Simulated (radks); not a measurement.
The numbers below are computed, except where a source is named.
La I, configuration [Xe] 5d0.5 6s2 6d0.5 (fractional occupations, a model configuration). Code: a radial shooting solver on a logarithmic mesh with Libxc functionals. Model: Dirac Kohn-Sham, PBE, spin-unpolarised, spherical densities, finite nucleus; open shells are shared between the two j in proportion to 2j + 1; Fermi nuclear charge, rms radius 4.855 fm.

Spin-orbit splittings of the eigenvalues, e(l+1/2) - e(l-1/2), with zeta = 2 splitting/(2l+1) and mean radii in bohr:

shell  occ.  splitting (eV)  zeta (eV)  <r> j=l-1/2  <r> j=l+1/2
2p        6           413.1      275.4      0.08991      0.09601
3p        6           80.52      53.68       0.2747       0.2867
3d       10           17.23      6.890       0.2577       0.2615
4p        6           17.13      11.42       0.6746       0.7016
4d       10           2.973      1.189       0.7621       0.7717
5p        6           2.537      1.691        1.741        1.819
5d      0.5          0.2120    0.08481        2.777        2.829
6p        0          0.2318     0.1545        5.233        5.475
6d      0.5        0.004764   0.001906        14.25        14.38
